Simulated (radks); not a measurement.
Values are calculated unless marked as measured or tabulated.
Species: neutral carbon. Configuration: [He] 2s2 2p1 3d1 (not the ground configuration).

Code: a radial shooting solver on a logarithmic mesh with Libxc functionals. Model: non-relativistic Kohn-Sham, PBE, spin-polarised, spherical densities, point nucleus; open shells are filled with parallel spins first.

Energy parts (hartree):
total: -37.42708
kinetic: 37.31795
electron-nucleus: -85.56146
Hartree: 15.64647
exchange-correlation: -4.83003

Orbitals (lengths in bohr, moments of r in powers of bohr):
orbital  occ.  eigenvalue (hartree)    <r^4>
1s up       1             -10.47669  0.02617
1s down     1             -10.45656  0.02595
2s up       1              -0.85217    11.69
2s down     1              -0.78579    12.63
2p up       1              -0.53046    16.93
2p down     0              -0.46679    19.61
3d up       1              -0.02900    17240

The highest occupied level is 3d up at -0.789 eV. The configuration is held as typed, so some empty levels lie below it. The density falls to 0.001 e/bohr^3 at r = 3.24 bohr. The electron density at the nucleus is 129.3 e/bohr^3. Spin moment in Bohr magnetons: 2.
